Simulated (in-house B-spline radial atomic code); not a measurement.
**PBE0 excitations of W VII (W6+)**

Method: PBE0. Computed with an all-electron radial atomic-structure program (B-spline basis): linear response of the closed shell [Xe] 4f14 with the functional's adiabatic kernel; scalar-relativistic (spin-free one-electron X2C), finite nucleus, no spin-orbit coupling, no double excitations, S, P, D and F terms only; shells from n = 3 respond. Only terms of natural parity with L up to 3 were computed.

Spin-orbit coupling is strong here, so these LS terms don't match observed levels.

Command:
```bash
python run_td.py task.json out
```
Settings (radii: box in bohr, nucleus in fm):
```
Z                        74
electrons                68
configuration            [Xe] 4f14
hamiltonian              x2c
method                   pbe0
box_radius               14.35
rms_radius               5.3658
intervals                69
```

Cost of the run: 4.1 s on 1 thread of Intel(R) Xeon(R) Platinum 8559C (Emerald Rapids) (shared host).

The lowest states, in the order of their Tamm-Dancoff energies; the method's threshold (minus the highest occupied level) is 113.76 eV. Labels give the largest channel, * marks a mixed state, and oscillator strengths are full-response dipole values. Semilocal kernels can invert the small singlet-triplet splittings of Rydberg terms. Energies in eV:

```
     state  full response  Tamm-Dancoff  oscillator strength
4f → 5d 3P          38.50         38.56                    -
4f → 5d 3F          39.27         39.31                    -
4f → 5d 1F          40.08         40.08                    -
4f → 5d 1P          41.06         41.23               0.0379
5p → 5d 3P          43.29         43.36                    -
5p → 5d 3F          43.82         43.92                    -
5p → 5d 1F          46.23         46.26                    -
4f → 6s 3F              ?             ?                    -
4f → 6s 1F          51.96         51.97                    -
5p → 5d 1P              ?             ?                    ?
```

**Question.** Where does 4f → 6s 3F lie?

**Answer.** At 51.76 eV in full response, 51.77 eV in Tamm-Dancoff.

**Question.** Where does 5p → 5d 1P lie?

**Answer.** At 54.32 eV in full response, 56.00 eV in Tamm-Dancoff, oscillator strength 5.13.

**Question.** How large is the singlet-triplet splitting of 4f → 5d (F terms) in Tamm-Dancoff?

**Answer.** 0.775 eV, from the unrounded values.

**Question.** What polarisabilities and dispersion coefficient does the method give?

**Answer.** Dipole 2.037 bohr³, quadrupole 2.571 bohr⁵, C6 7.705 hartree·bohr⁶ for two such species.
